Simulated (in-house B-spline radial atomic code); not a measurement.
**Binding energies in the osmium ion Os⁴⁰⁺**

NIST's tabulated ground configuration is [Ar] 3d10 4s2 4p6; each binding energy is the energy of the ion with one electron taken from that subshell, relaxed, less that of the parent. All numbers are computed (Dirac-Hartree-Fock, average of configuration; Fermi nucleus of rms radius 5.4126 fm) with a B-spline radial code for spherical atoms, not measured. Energies include first-order Breit, QED and recoil terms.

| subshell | X-ray name | binding energy (eV) | -ε (eV) | relaxation (eV) |
| --- | --- | --- | --- | --- |
| 1s | K | 75740.5 | 76183.3 | 58.7 |
| 2s | L1 | 14847.5 | 14919.9 | 23.6 |
| 2p1/2 | L2 | 14261.4 | 14336.8 | 28.0 |
| 2p3/2 | L3 | 12745.9 | 12801.3 | 24.8 |
| 3s | M1 | 4861.1 | 4877.0 | 5.4 |
| 3p1/2 | M2 | 4605.8 | 4621.7 | 6.1 |
| 3p3/2 | M3 | 4260.2 | 4271.5 | 5.3 |
| 3d3/2 | M4 | 3843.3 | 3854.3 | 7.0 |
| 3d5/2 | M5 | 3769.5 | 3778.9 | 6.7 |
| 4s | N1 | 2223.5 | 2227.4 | 0.7 |
| 4p1/2 | N2 | 2104.2 | 2107.9 | 0.8 |
| 4p3/2 | N3 | 1996.5 | 1999.0 | 0.7 |

Relaxation = -ε minus the binding energy without Breit, QED and recoil terms.

Emission lines follow as differences of binding energies, with λ = 12398.42 eV·Å / E:

| line | holes | energy (eV) | wavelength (Å) |
| --- | --- | --- | --- |
| K-L3 | 1s → 2p3/2 | 62994.6 | 0.19682 |
| K-L2 | 1s → 2p1/2 | 61479.1 | 0.20167 |
| K-M3 | 1s → 3p3/2 | 71480.3 | 0.17345 |
| L3-M5 | 2p3/2 → 3d5/2 | 8976.4 | 1.3812 |
| L2-M4 | 2p1/2 → 3d3/2 | 10418.1 | 1.1901 |
| L1-M3 | 2s → 3p3/2 | 10587.3 | 1.1711 |
| L3-M1 | 2p3/2 → 3s | 7884.8 | 1.5724 |

(1) What screening constant σ does Moseley's law, E = (3/4)·13.6057 eV·(Z - σ)², need for K-L3?

Moseley's non-relativistic formula needs a falling, then negative, screening constant for heavy elements, because relativity binds the 1s electron more strongly than the formula allows.

(2) What does it cost to remove both a 2p3/2 and a 4p1/2 electron?

(3) What does it cost to remove both a 2p1/2 and a 3s electron?

(4) What does it cost to remove both a 2s and a 3p3/2 electron?

## Answers

(1) σ = -2.57.

(2) 14934 eV, which is 83.67 eV more than the two single binding energies together.

(3) 19270 eV, which is 147.1 eV more than the two single binding energies together.

(4) 19251 eV, which is 142.9 eV more than the two single binding energies together.
